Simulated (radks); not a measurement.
Values are calculated unless marked as measured or tabulated.
All-electron atom: Co XV in [Ne] 3s2 3p1.

Code: a radial shooting solver on a logarithmic mesh with Libxc functionals. Model: Dirac Kohn-Sham, exchange-only PBE, spin-unpolarised, spherical densities, finite nucleus; open shells fill j = l - 1/2 first; Fermi nuclear charge, rms radius 3.7875 fm.

Energy parts (Ry):
total: -2603.94815
kinetic: 2647.95247
electron-nucleus: -5780.17035
Hartree: 619.30242
exchange: -91.03269

Orbitals (lengths in bohr, moments of r in powers of bohr):
orbital,occ.,eigenvalue (Ry),<1/r>,<r^4>,small-component weight
1s1/2,2,-591.3919,27.04,0.00004630,9.45e-03
2s1/2,2,-98.11689,5.897,0.009745,1.79e-03
2p1/2,2,-89.62828,5.843,0.007042,1.77e-03
2p3/2,4,-88.51365,5.732,0.007363,1.74e-03
3s1/2,2,-33.85896,2.208,0.3552,5.65e-04
3p1/2,1,-31.19554,2.143,0.3569,5.40e-04
3p3/2,0,-30.96995,2.119,0.3669,5.35e-04

The highest occupied level is 3p1/2 at -424.44 eV. The density falls to 0.001 e/bohr^3 at r = 1.55 bohr.
